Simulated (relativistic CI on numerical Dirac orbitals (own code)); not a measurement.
**How well does a small relativistic CI reproduce N⁵⁺?**

Method of calculation: Dirac-Coulomb-Breit CI, KLI orbitals optimised for each configuration, model QED, valence Slater integrals scaled by 0.9, configuration energies shifted to the measured levels that pair with them (semi-empirical) (own radial code, finite nucleus).

CI space: 1s², 1s2s, 1s2p, 1s3p, 1s4p, 1s3s, 1s3d. Levels of other configurations are missing.

```csv
Configuration,Term (tabulated),J,Measured (cm⁻¹),Computed,Error,Purity (%)
1s²,1S,0,0.0,0,0,100
1s2s,3S,1,3385890.0,3385890,0,100
1s2p,3P°,1,3438320.0,3438325,5,100
1s2p,3P°,2,3438610.0,3438610,0,100
1s2p,1P°,1,3473790.0,3473013,-777,100
1s3p,1P°,1,4016390.0,4016390,0,100
1s4p,1P°,1,4206810.0,4206810,0,100
```

Measured levels from Moore, Selected Tables of Atomic Spectra, NSRDS-NBS 3, section 4; pairs were made by configuration, J and term (by order where the table uses no LS term), so strongly mixed levels may be paired wrongly.

Mean error by configuration (cm⁻¹): 1s2s 0; 1s2p -257; 1s3p 0; 1s4p 0. Over the excited levels the mean absolute error is 130 cm⁻¹ (6 of the 6 excited levels that our extract of the source holds in range could be paired), and the median relative error of those above 1,000 cm⁻¹ is 1.4e-11 %, both after the shifts were fitted to these levels, so that a configuration with one level shows no error.

Configurations whose levels could be paired with our table of measured levels were shifted onto them, all but the ground configuration, by the median error of their levels; single terms can still be off by 1,000 to 2,000 cm⁻¹ or more, and rates follow the energies as ν³ (E1, M1) or ν⁵ (E2). The others borrow a shift and can be off by several thousand cm⁻¹ or more. 6 of the 6 excited levels that our extract of the measured tables holds in this range could be paired (the sources list more); they are missed by 130 cm⁻¹ on average and 777 at most, after the shifts were fitted to these levels, and levels without a partner can miss by more.

Shifts applied (cm⁻¹): 1s² 0; 1s2s 3847; 1s2p 2157; 1s3p 4124; 1s4p 3956.
